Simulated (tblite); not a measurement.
Compound: 2-ethoxy-2-oxo-1,3,2-dioxaphospholane, C4H9O4P.
Structure used (GFN2-xTB), in Å, numbered top down from 1:
```
atom  x, y, z in Å
C1     2.3523   -0.9717   -0.0264
C2     2.0762    0.4861   -0.3471
O3     0.6865    0.7138   -0.5461
P4    -0.2509    0.6896    0.7567
O5     0.4004    1.0733    1.9938
O6    -0.9764   -0.7620    0.7352
C7    -2.1611   -0.7413   -0.0265
C8    -2.3507    0.7068   -0.5371
O9    -1.5274    1.5269    0.2615
H10    2.0068   -1.6106   -0.8358
H11    1.8194   -1.2398    0.8841
H12    3.4180   -1.1254    0.1208
H13    2.5558    0.7916   -1.2808
H14    2.4251    1.1207    0.4723
H15   -2.9868   -1.0457    0.6245
H16   -2.0733   -1.4464   -0.8574
H17   -3.3795    1.0537   -0.4262
H18   -2.0432    0.7867   -1.5839
```

All values are computed: GFN2-xTB (tblite) harmonic vibrations without scaling, gas phase. Errors from tens to a few hundred cm⁻¹ against measured bands are possible. One conformer, not necessarily the lowest.

Harmonic wavenumbers (cm⁻¹): 51.5, 60.5, 76.5, 101.3, 188.9, 247.7, 252.8, 339.0, 368.6, 412.6, 471.0, 576.1, 640.5, 730.4, 763.6, 792.2, 832.3, 873.2, 947.3, 958.9, 1071.6, 1077.0, 1091.9, 1104.4, 1110.3, 1150.6, 1183.1, 1189.3, 1253.6, 1288.6, 1299.4, 1312.4, 1331.9, 1396.7, 1454.6, 1459.9, 1472.4, 1480.4, 1486.4, 2928.8, 2941.7, 2945.0, 2951.9, 2956.5, 2979.8, 3032.0, 3039.2, 3046.5.

A = 2548, B = 1140, C = 1052 MHz; mass 152.024 u (most abundant isotopes); point group C1, symmetry number 1.

Q: What is the zero-point energy?

A: Half the sum of the wavenumbers: 30360 cm⁻¹ = 86.81 kcal/mol.

Q: Entropy at 298.15 K, 1 bar (ideal gas, RRHO, classical rotation)?

A: Translation 40.99, rotation 29.04, vibration 29.11: S = 99.1 cal/(mol K).

Q: And Cp and H(298.15 K) − H(0)?

A: Cp = 36.64 cal/(mol K), of which vibrations give 28.69 (their classical limit is 48 R = 95.4); H(298.15 K) − H(0) = 6.79 kcal/mol without the zero-point energy, 4.42 from vibrations.

Q: What must be added to the electronic energy to get the Gibbs energy at 298.15 K and 1 bar?

A: ZPE + [H(298.15 K) − H(0)] − T·S = 86.81 + 6.79 − 29.56 = 64.04 kcal/mol.

Q: Blend soft modes into free rotors: weight 1/[1 + (100 cm⁻¹/ν̃)⁴] for the oscillator and the rest for a rotor with moment μB/(μ + B), μ = h/(8π²ν), B = 10⁻⁴⁴ kg m². What vibrational entropy results?

A: 26.08 cal/(mol K) in place of 29.11, which changes −T·S at 298.15 K by +0.90 kcal/mol.

Q: How do the functions run with temperature in this model?

A: 
```tsv
T (K)	S (cal/(mol K))	Cp (cal/(mol K))	H − H(0) (kcal/mol)	G − H(0) (kcal/mol)	ln q(vib)
150	79.3	23.1	2.40	-9.50	3.37
250	93.1	32.0	5.14	-18.14	5.97
400	111.3	46.4	11.02	-33.49	9.72
600	133.1	61.5	21.91	-57.98	14.59
900	161.0	75.6	42.67	-102.24	21.51
```

q(vib) and H(0) count from the zero-point level.

Hindered rotation and anharmonicity are outside this model. Other conformers, if any are populated, would add a mixing term that is left out. The structure is chiral; the term R ln 2 for an equal mix with its mirror image is left out.
